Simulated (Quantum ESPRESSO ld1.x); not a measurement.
Results of a calculation; reference values are marked as such.
Q: Neutral mercury, configuration [Xe] 4f13.5 5d10 6s2 6p0.5 (fractional occupations, a model configuration). Code: ld1.x of Quantum ESPRESSO 7.5. Model: scalar-relativistic Kohn-Sham, LDA (Slater exchange, Perdew-Wang correlation), spin-polarised, spherical densities, point nucleus; open shells are filled with parallel spins first. Some entries of the table are withheld. Estimate them.

orbital  occ.  eigenvalue (hartree)  <r> (bohr)
1s up       1            -3055.0097     0.01659
1s down     1            -3055.0096     0.01659
2s up       1             -541.7941     0.06995
2s down     1             -541.7932     0.06995
2p up       3             -467.3652     0.06330
2p down     3             -467.3644     0.06330
3s up       1             -128.8771      0.1808
3s down     1             -128.8623      0.1808
3p up       3             -107.3801      0.1823
3p down     3             -107.3650      0.1822
3d up       5              -84.7397      0.1651
3d down     5              -84.7279      0.1651
4s up       1              -28.5857      0.3990
4s down     1              -28.5618      0.3990
4p up       3              -21.5255      0.4251
4p down     3              -21.5026      0.4251
4d up       5              -13.1560      0.4479
4d down     5              -13.1339      0.4480
5s up       1               -4.5381      0.8941
5s down     1               -4.5302      0.8946
4f up       7               -3.8743      0.4780
4f down   6.5               -3.8521      0.4784
5p up       3               -2.6078       1.028
5p down     3               -2.6021       1.029
5d up       5               -0.4760       1.448
5d down     5               -0.4721       1.446
6s up       1                   (1)       2.591
6s down     1                   (2)       2.580
6p up     0.5                   (3)       4.059
6p down     0                   (4)       4.106

A: 
(1) 6s up eigenvalue (hartree): -0.3134
(2) 6s down eigenvalue (hartree): -0.3059
(3) 6p up eigenvalue (hartree): -0.0757
(4) 6p down eigenvalue (hartree): -0.0663
